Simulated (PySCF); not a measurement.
1,1-dichlorobuta-1,3-diene (C4H4Cl2), SMILES ClC(=CC=C)Cl.

Geometry: PBE-D3(BJ)/def2-SVP. Other conformers were not sampled.

Level of theory: PBE-D3(BJ)/def2-SVP in PySCF.

Frequencies are harmonic and unscaled.

Estimate the vibrational spectrum. (The exact figures need the calculation; the answer reports its results.)


```
mode  ν (cm⁻¹)  IR (km/mol)  moving atoms (share of kinetic energy)
----  --------  -----------  --------------------------------------
1          133          0.1                          C 69 %, H 25 %
2          152          0.8                 Cl 47 %, C 39 %, H 14 %
3          196          0.2                  H 47 %, C 44 %, Cl 9 %
4          272          0.0                         Cl 67 %, C 29 %
5          376          2.1                 C 50 %, Cl 25 %, H 25 %
6          418          6.9                         Cl 57 %, C 37 %
7          458          0.7                          C 86 %, H 10 %
8          651         11.0                          H 72 %, C 27 %
9          653         28.8                 C 60 %, Cl 26 %, H 14 %
10         847          0.2                          H 70 %, C 30 %
11         886         39.7                          H 68 %, C 32 %
12         886        133.7                         C 83 %, Cl 11 %
13         936         10.9                          H 64 %, C 35 %
14         996         16.6                          H 90 %, C 10 %
15        1175         14.0                          C 61 %, H 39 %
16        1215         24.6                          H 78 %, C 21 %
17        1263          1.2                          H 71 %, C 29 %
18        1381         13.1                          H 78 %, C 22 %
19        1591         34.3                                  C 93 %
20        1644         37.2                          C 89 %, H 11 %
21        3078          2.9                                  H 95 %
22        3101          1.4                           H 92 %, C 8 %
23        3113          3.4                           H 92 %, C 8 %
24        3182          4.6                          H 89 %, C 11 %
```
